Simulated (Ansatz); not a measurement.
Input for Ansatz (a program for electronic structure): U-CAM-B3LYP/def2-TZVPP on HOZr (SMILES [OH][Zr]), 2S+1 = 2, a spin state set in the input, which need not be the lowest. Elements past Kr take the def2 small-core potentials; no spin–orbit coupling.

Ansatz 0.2 input:
```yaml
crystal:
  periodic: [false, false, false]
  atoms:
    - {symbol: Zr, position_ang: [-0.99095800, -0.85460657, -0.88033526]}
    - {symbol: O, position_ang: [0.18015461, 0.18398486, 0.14354100]}
    - {symbol: H, position_ang: [0.77763467, 0.71799330, 0.66647462]}
basis:
  gaussian:
    orbitals: def2-TZVPP
hamiltonian:
  xc: {name: CAM-B3LYP}
magnetization: {spin_polarized: true, initial_magnetization: 1}
```

The log:

```
WARN ansatz: RAYON_NUM_THREADS=1 ignored (pool sized by the plan → 1); use --threads N
Functional definition: CAM-B3LYP
integrals: 0.02 GiB planned
556 factors; their error is unknown
integrals: 0.06 GiB planned
160 factors; integrals over basis functions are off by at most 3.9e-5 eV
mean field: 0.36 GiB planned
mean field evaluation 1: about -3335.3572 eV, gradient 4.2e1 eV
mean field evaluation 2: about -3310.6695 eV, gradient 9.2e1 eV
mean field evaluation 4: about -3341.4048 eV, gradient 2.2e0 eV
mean field evaluation 8: about -3341.4408 eV, gradient 1.5e-1 eV
mean field evaluation 16: about -3341.4665 eV, gradient 1.0e-3 eV
mean field evaluation 32: about -3341.4665 eV, gradient 3.2e-5 eV
mean field -3341.46647971 eV, -122.7966282018 hartree, gradient 8.8e-6 eV, S^2 0.808536; 5 other end points of the search recorded, 0 dependent functions left out
reference -3341.46656973 eV, -122.7966315101 hartree; 11, 10 occupied and 90, 91 virtual orbitals, 556 factors
Total energy: -3341.46656973 eV, -122.7966315101 hartree
```

The calculation finished and met its thresholds.

Cost: very roughly 40 core-seconds.
